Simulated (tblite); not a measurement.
Species: C₄H₄O₃Si.
InChI=1S/C4H4O3Si/c5-3-1-2(8)4(6)7-3/h1H,8H3

All values are computed: GFN2-xTB (tblite) harmonic vibrations without scaling, gas phase. Errors from tens to a few hundred cm⁻¹ against measured bands are possible. Modes of hydrogen on silicon can be 10 to 20 % off.

Harmonic wavenumbers (cm⁻¹): 51.1, 118.3, 126.2, 146.0, 281.6, 354.5, 443.9, 511.1, 535.8, 596.1, 632.0, 656.0, 735.0, 746.9, 750.4, 758.3, 781.6, 859.4, 913.2, 937.2, 1053.5, 1144.9, 1191.9, 1636.3, 1800.2, 1825.8, 2290.1, 2308.4, 2311.9, 3160.1.

A = 3458, B = 1253, C = 929.9 MHz; mass 127.993 u (most abundant isotopes); point group Cs, symmetry number 1.

Q: What is the zero-point energy?

A: Half the sum of the wavenumbers: 14829 cm⁻¹ = 42.40 kcal/mol.

Q: Give the ideal-gas entropy at 400 K and 1 bar in the rigid-rotor, harmonic-oscillator model (classical rotation).

A: Translation 41.94, rotation 29.64, vibration 29.34: S = 100.9 cal/(mol K).

Q: And Cp and H(400 K) − H(0)?

A: Cp = 38.42 cal/(mol K), of which vibrations give 30.47 (their classical limit is 30 R = 59.6); H(400 K) − H(0) = 9.40 kcal/mol without the zero-point energy, 6.22 from vibrations.

Q: What must be added to the electronic energy to get the Gibbs energy at 400 K and 1 bar?

A: ZPE + [H(400 K) − H(0)] − T·S = 42.40 + 9.40 − 40.37 = 11.43 kcal/mol.

Q: Blend soft modes into free rotors: weight 1/[1 + (100 cm⁻¹/ν̃)⁴] for the oscillator and the rest for a rotor with moment μB/(μ + B), μ = h/(8π²ν), B = 10⁻⁴⁴ kg m². What vibrational entropy results?

A: 27.38 cal/(mol K) in place of 29.34, which changes −T·S at 400 K by +0.78 kcal/mol.

Q: How do the functions run with temperature in this model?

A: 
```tsv
T (K)	S (cal/(mol K))	Cp (cal/(mol K))	H − H(0) (kcal/mol)	G − H(0) (kcal/mol)	ln q(vib)
150	73.6	19.3	2.03	-9.01	2.12
250	85.4	27.8	4.38	-16.97	4.01
298.15	90.6	31.7	5.81	-21.21	4.94
600	118.3	47.4	18.05	-52.95	10.77
900	139.2	55.0	33.53	-91.71	16.01
```

q(vib) and H(0) count from the zero-point level.

Q: Which modes carry the vibrational entropy at 400 K?

A: 51.1 cm⁻¹: 5.36; 118.3 cm⁻¹: 3.70; 126.2 cm⁻¹: 3.57; 146.0 cm⁻¹: 3.29; 281.6 cm⁻¹: 2.04; 354.5 cm⁻¹: 1.63 cal/(mol K); the other 24 give 9.74 together.

Hindered rotation and anharmonicity are outside this model.
